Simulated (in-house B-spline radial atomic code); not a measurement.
Ionising the zirconium ion Zr²⁺ with different functionals

Computed with an all-electron radial atomic-structure program (B-spline basis): scalar-relativistic (spin-free X2C) Hamiltonian, Fermi nucleus of rms radius 4.2694 fm, spin-polarised at highest spin, spherical fractional occupations for the functionals, the average over the highest-spin determinants for Hartree-Fock. The ionisation energy is the difference of two self-consistent energies, [Kr] 4d2 → [Kr] 4d1, without Breit or QED terms; ε is the level of the shell that loses the electron (its least bound occupied spin orbital). There is no spin-orbit coupling in this Hamiltonian.

Hybrids are left out here: with spherical fractional occupations of an open shell their exact exchange keeps a self-interaction that integer-occupation calculations don't have.

| method | rung | ΔSCF (eV) | -ε(4d) (eV) |
| --- | --- | --- | --- |
| Hartree-Fock | Hartree-Fock | 21.94 | 22.47 |
| LDA VWN5 | LDA | 23.29 | 18.07 |
| LDA PW92 | LDA | 23.29 | 18.06 |
| LDA exchange-only | LDA | 22.13 | 17.02 |
| PBE | GGA | 23.16 | 17.94 |
| PBEsol | GGA | 23.14 | 17.92 |
| BLYP | GGA | 23.01 | 17.76 |
| RPBE | GGA | 23.11 | 17.88 |
| PW91 | GGA | 23.22 | 17.99 |
| BP86 | GGA | 23.21 | 18.00 |
| AM05 | GGA | 23.10 | 17.89 |
| OLYP | GGA | 23.12 | 17.83 |
| TPSS | meta-GGA | 22.96 | 17.74 |
| SCAN | meta-GGA | 22.91 | 17.79 |
| r2SCAN | meta-GGA | 22.92 | 17.78 |
| revTPSS | meta-GGA | 22.89 | 17.69 |

Q: How do they compare with the NIST value?

A: NIST lists 23.170 eV ± 0.004 (semi-empirical, ground level to ground level). Errors run from -1.23 to +0.12 eV; PBE is closest (-0.01 eV), but part of that can be cancellation, since the calculations leave out spin-orbit coupling, Breit-QED terms, multiplet and fine-structure energies. Hartree-Fock also lacks correlation.
